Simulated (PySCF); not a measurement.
Species: F2H6OSi4.
Z-matrix (Å and degrees, GFN2-xTB geometry), rows numbered from 1:
```
F 
Si  1  1.6211
Si  2  2.2858  1  103.80
F   3  1.6328  2  106.92  1   -94.63
O   3  1.6711  2  105.16  1   157.01
Si  5  1.6551  3  114.84  2  -146.52
Si  6  2.3473  5   86.43  3     4.41
H   2  1.4624  1  102.75  3   121.59
H   2  1.4634  1  102.82  3  -125.80
H   6  1.4611  5  105.18  3   125.90
H   6  1.4607  5  107.15  3  -116.08
H   7  1.4717  3  116.73  2    -3.26
H   7  1.4706  3  118.93  2  -131.83
```

Computed, not measured: CAM-B3LYP/def2-SVPD in PySCF (dipole) on a GFN2-xTB geometry, gas phase.

Masses are those of the commonest isotopes; rigid-rotor values at the optimised geometry. The values belong to one conformer with, in the numbering `[F:1][SiH2:2][Si@:3]1([F:4])[O:5][SiH2:6][SiH2:7]1`, F1–Si2–Si3–F4 -95°.

Question: What are A, B and C (MHz)?

Answer: Ia = 243.57, Ib = 708.18, Ic = 742.06 u·Å²; 505379 MHz·u·Å²/I gives A = 2075, B = 713.6, C = 681.0 MHz.

Question: Classify the top.

Answer: A near-prolate asymmetric top. Ray's parameter κ = (2B − A − C)/(A − C) = -0.953; −1 is the prolate and +1 the oblate limit.

Question: What does the inertial defect say?

Answer: Not planar: Δ = Ic − Ia − Ib = -209.69 u·Å². For a rigid frame Δ = −2 Σ m c², so Σ m c² = 104.84 u·Å² lies off the ab plane: 9.54 from hydrogen and 95.31 from heavier atoms. The atom farthest from that plane is 1.97 Å away.

Question: Give the other two planar moments, Paa and Pbb, and the rms extents of the mass along the axes.

Answer: Paa = Σ m a² = (Ib + Ic − Ia)/2 = 603.34 and Pbb = Σ m b² = (Ia + Ic − Ib)/2 = 138.72 u·Å². With the mass M = 171.95 u, the rms extents √(P/M) along a, b and c are 1.87, 0.90, 0.78 Å.

Question: Give the coordinates in the principal-axis frame, origin at the centre of mass.

Answer: The sense of each axis is arbitrary; atoms in the order of the calculation.
| atom | mass (u) | a (Å) | b (Å) | c (Å) |
| --- | --- | --- | --- | --- |
| F1 | 18.998 | 3.055 | 0.798 | -0.549 |
| Si2 | 27.977 | 2.248 | -0.598 | -0.380 |
| Si3 | 27.977 | 0.177 | 0.054 | 0.336 |
| F4 | 18.998 | 0.190 | -0.030 | 1.967 |
| O5 | 15.995 | -0.844 | -1.201 | -0.080 |
| Si6 | 27.977 | -2.379 | -0.740 | -0.495 |
| Si7 | 27.977 | -1.621 | 1.469 | -0.261 |
| H8 | 1.008 | 2.318 | -1.175 | -1.722 |
| H9 | 1.008 | 3.119 | -1.373 | 0.504 |
| H10 | 1.008 | -2.611 | -1.327 | -1.813 |
| H11 | 1.008 | -3.284 | -1.314 | 0.497 |
| H12 | 1.008 | -1.437 | 2.302 | -1.461 |
| H13 | 1.008 | -2.192 | 2.362 | 0.758 |

Question: Predict some low-J microwave lines.

Answer: The dipole components are |μa| = 1.85 D, |μb| = 0.09 D, |μc| = 1.48 D. Intensities carry the squares of the components, which stand as 1.00 : 0.00 : 0.64 (a : b : c). Some lines, for components of 0.1 D or more:

| type | branch | J(Ka,Kc) | MHz | lower level (cm⁻¹) |
| --- | --- | --- | --- | --- |
| c | Q | 2(1,2) ← 2(0,2) | 1329 | 0.140 |
| c | Q | 1(1,1) ← 1(0,1) | 1361 | 0.047 |
| a | R | 1(0,1) ← 0(0,0) | 1395 | 0.000 |
| a | R | 2(1,2) ← 1(1,1) | 2757 | 0.092 |
| c | R | 1(1,0) ← 0(0,0) | 2789 | 0.000 |
| a | R | 2(0,2) ← 1(0,1) | 2789 | 0.047 |
| a | R | 2(1,1) ← 1(1,0) | 2822 | 0.093 |
| c | R | 2(1,1) ← 1(0,1) | 4216 | 0.047 |
| c | R | 2(2,0) ← 1(1,0) | 6906 | 0.093 |
| c | R | 2(2,1) ← 1(1,1) | 6938 | 0.092 |

Question: Estimate the classical rotational partition function at 10 K, 50 K and 298.15 K.

Answer: Point group C1, symmetry number σ = 1; q = (√π/σ)·√((kT/h)³/(ABC)), k/h = 20836.6 MHz/K: 5310 at 10 K, 59400 at 50 K, 864000 at 298.15 K.

GFN2-xTB frequencies: not computed here. These are rigid-rotor constants of the computed structure; measured ground-state constants (B0) also hold zero-point vibration.

Time: 91 s (grids of density and orbitals included); peak memory 0.98 GiB. Hardware: one thread, Intel Xeon at 2.70 GHz (x86_64), shared host with 64 logical CPUs at a one-minute load of 48. This is the CAM-B3LYP/def2-SVPD job that gave the dipole, with the excitations it also computed.
